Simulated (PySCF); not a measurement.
SMILES OB(O)c1ccc(O)s1, GFN2-xTB optimised geometry.

```
14

O      2.50    -1.57     0.00
B      1.15    -1.69     0.00
O      0.61    -2.93     0.00
C      0.17    -0.48     0.00
C     -1.20    -0.48     0.00
C     -1.80     0.80     0.00
C     -0.87     1.80     0.00
O     -1.13     3.12     0.00
S      0.75     1.18     0.00
H      2.86    -0.68     0.00
H      1.27    -3.63     0.00
H     -1.75    -1.40     0.00
H     -2.86     0.98     0.00
H     -0.31     3.63     0.00
```

Density from PySCF with PBE0/def2-TZVP at that geometry.

Minimum of the electron density along straight lines between bonded atoms, close to the bond critical point (lines longer than 1.1 times the sum of covalent radii, or with two minima, are not listed):

| bond | length / Å | ρ at the minimum / e bohr⁻³ | ∇²ρ there / e bohr⁻⁵ | position (fraction from the first atom) |
|---|---|---|---|---|
| O1–B2 | 1.363 | 0.208 | 0.92 | 0.67 |
| B2–O3 | 1.351 | 0.216 | 0.97 | 0.33 |
| B2–C4 | 1.558 | … | -0.17 | 0.33 |
| C4–C5 | 1.365 | 0.330 | -0.96 | 0.50 |
| C5–C6 | 1.409 | 0.306 | -0.88 | 0.50 |
| C6–C7 | 1.362 | 0.332 | -0.99 | 0.46 |
| C7–O8 | 1.347 | 0.303 | … | 0.34 |
| C4–S9 | 1.753 | 0.202 | -0.37 | 0.46 |
| C7–S9 | 1.736 | 0.212 | … | 0.49 |
| O1–H10 | 0.956 | 0.364 | -2.53 | 0.81 |
| O3–H11 | 0.958 | 0.362 | -2.51 | 0.81 |
| C5–H12 | 1.075 | 0.291 | -1.06 | 0.65 |
| C6–H13 | 1.074 | 0.288 | -1.04 | 0.65 |
| O8–H14 | 0.964 | 0.359 | -2.49 | 0.81 |

Problem. Complete the blanks.

Solution. 
- B2–C4, ρ at the minimum / e bohr⁻³: 0.185
- C7–O8, ∇²ρ there / e bohr⁻⁵: -0.55
- C7–S9, ∇²ρ there / e bohr⁻⁵: -0.43
